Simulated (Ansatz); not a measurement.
Born–Oppenheimer molecular dynamics of C₂H₇NSSi₂ (13 atoms, charge 0, multiplicity 1). It starts from a relaxed structure.

The calculation used RKS r2SCAN/STO-3G (Ansatz).

```yaml
ensemble: NVT, Langevin thermostat
time_step: 0.5 fs
steps_asked: 411
set_temperature: 1000 K
friction: 0.05 /fs
seed: 58721
```

First frame:

```xyz
13
Properties=species:S:1:pos:R:3
C -1.792 -1.054 2.397
C -1.149 -1.030 1.373
Si -0.156 -0.953 -0.166
S 0.961 -2.769 -0.198
N 0.888 0.428 -0.239
Si 0.484 1.988 -0.911
H -2.367 -1.078 3.312
H -1.073 -0.810 -1.282
H 1.491 -2.499 -1.420
H 1.618 0.456 0.495
H 1.706 2.688 -1.255
H -0.322 1.763 -2.091
H -0.269 2.836 0.000
```

Problem. What does the run give?

Solution. The run went to its last step.

- steps done: 411
- time covered: 205.5 fs
- mean temperature over the second half: 888 K
- spread of the potential energy over the second half: 18.7 meV per atom
- mean potential energy of the second half above the start: 91.9 meV per atom

The mean temperature of the second half is 11 % below the set value. A run of 0.21 ps of so small a system gives no equilibrium averages. Limits of this set-up: minimal basis.

Problem. What happens to the structure?

Solution. The same pairs are bonded in the first frame and the last. Pairs count as bonded within 1.25 times the sum of covalent radii (0.12 Å more for H–H). This is one draw of velocities; another would differ in detail.

Problem. How do temperature and energy run in time?

Solution. 
| time (fs) | T (K) | potential energy less start (eV) |
| --- | --- | --- |
| 0.0 | 923 | 0.000 |
| 17.0 | 782 | 1.184 |
| 34.0 | 996 | 0.908 |
| 51.0 | 865 | 1.448 |
| 68.0 | 964 | 1.285 |
| 85.0 | 1324 | 1.114 |
| 102.0 | 547 | 1.095 |
| 119.0 | 1128 | 1.197 |
| 136.0 | 753 | 1.449 |
| 153.0 | 1045 | 1.246 |
| 170.0 | 1077 | 0.826 |
| 187.0 | 611 | 1.003 |
| 204.0 | 916 | 1.276 |

Run time: 21 min on 1 thread of AMD EPYC 7R13 Processor (Zen 3), on a shared host, peak memory 0.12 GiB.
